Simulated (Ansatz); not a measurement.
Harmonic frequencies (cm⁻¹) at PBE0-D4/def2-TZVP from Ansatz: 60, 93, 108, 157, 169, 267, 344, 371, 548, 555, 602, 714, 822, 876, 893, 941, 943, 1034, 1054, 1140, 1166, 1316, 1372, 1446, 1453, 1465, 1487, 1488, 1560, 2175, 2193, 2194, 3035, 3039, 3091, 3094, 3117, 3164, 3609.

Each molecule was computed in one conformer, which needn't be the lowest.

(1) Which molecule is it?
A. `CB(C)N[SiH3]`
B. `BN([SiH3])CC`
C. `CNB(C)[SiH3]`
D. `CB(N)C[SiH3]`

Answers

(1) C.
